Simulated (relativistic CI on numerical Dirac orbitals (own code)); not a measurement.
## Hyperfine structure of Hg XV, mass number 201

Method of calculation: Dirac-Coulomb-Breit CI, separate exchange-only KLI orbitals for each configuration, QED by a radiative potential, unscaled Slater integrals (own radial code, finite nucleus).

Configuration list (outside the closed core [Kr] 4d10): 4f14 5s2 5p4, 4f14 5s 5p5, 4f14 5s2 5p3 5d, 4f14 5p6, 4f13 5s2 5p5, 4f14 5s 5p4 5d, 4f14 5s2 5p3 5f, 4f14 5s2 5p3 5g, 4f14 5s 5p4 5f, 4f14 5s2 5p3 6s, 4f13 5s2 5p4 5d, 4f14 5s2 5p2 5d2, 4f14 5s2 5p 5d3, 4f14 5s 5p2 5d3, 4f14 5s2 5p 5d2 5f, 4f14 5s2 5p 5d2 5g. Double excitations out of closed p, d and f shells are left out; levels of such configurations are missing from the list, as are those of other unlisted configurations, and high levels can miss mixing partners. Some configurations lack a partner that the ground configuration has and come out too high, among them 4f13 5s2 5p4 5d, 4f14 5s 5p4 5f, 4f14 5s2 5p3 6s.

Nuclear spin I = 3/2, μ = -0.558 μN, Q = 0.387 b (tables of Stone and Pyykkö). The electronic factors are computed for point nuclear moments, without core polarisation or the Bohr-Weisskopf and QED corrections.

```json
{"Level": "4f14 5s2 5p4 3P_2", "E (cm⁻¹)": "0", "A (MHz)": "-4689", "B (MHz)": "2230"}
{"Level": "4f14 5s2 5p4 3P_1", "E (cm⁻¹)": "175607", "A (MHz)": "6065", "B (MHz)": "-4990"}
{"Level": "4f14 5s2 5p4 1D_2", "E (cm⁻¹)": "192835", "A (MHz)": "-15690", "B (MHz)": "-12200"}
{"Level": "4f14 5s 5p5 3P°_2", "E (cm⁻¹)": "504192", "A (MHz)": "-25410", "B (MHz)": "-5370"}
{"Level": "4f13 5s2 5p5 3F_4", "E (cm⁻¹)": "509854", "A (MHz)": "-1643", "B (MHz)": "3950"}
{"Level": "4f13 5s2 5p5 1F_3", "E (cm⁻¹)": "511781", "A (MHz)": "-965.2", "B (MHz)": "8430"}
{"Level": "4f13 5s2 5p5 3G_5", "E (cm⁻¹)": "517500", "A (MHz)": "-2055", "B (MHz)": "-12300"}
{"Level": "4f13 5s2 5p5 1D_2", "E (cm⁻¹)": "532141", "A (MHz)": "1019", "B (MHz)": "-4100"}
```

Levels with J = 0, under 50 % of one LS term, or S terms without an open s electron are left out. Small factors come from cancelling terms and can be off by tens of per cent or more.

At this charge transitions that keep the count of f electrons are usually good to a few per cent. Levels and lines within the n = 5 or 6 shells can be off by up to 10 % or somewhat more, and those that change n by about 2 %, since core polarisation is missing. Levels that differ in their count of f electrons can be misplaced by several ten thousand cm⁻¹, since the correlation energy of f electrons is missing or only estimated; rates across such gaps can be off by orders of magnitude.

Give the hyperfine levels of 4f14 5s2 5p4 3P_1 relative to its centre of gravity.

With K = F(F + 1) − I(I + 1) − J(J + 1), E = AK/2 + B[¾K(K + 1) − I(I + 1)J(J + 1)]/[2I(2I − 1)J(2J − 1)]: F = 1/2: -21400, F = 3/2: -1080, F = 5/2: 7852 MHz.

LS names give the leading component of a level, which can be under half, so a name can repeat, a term be missing and a line seem to break the LS rules.
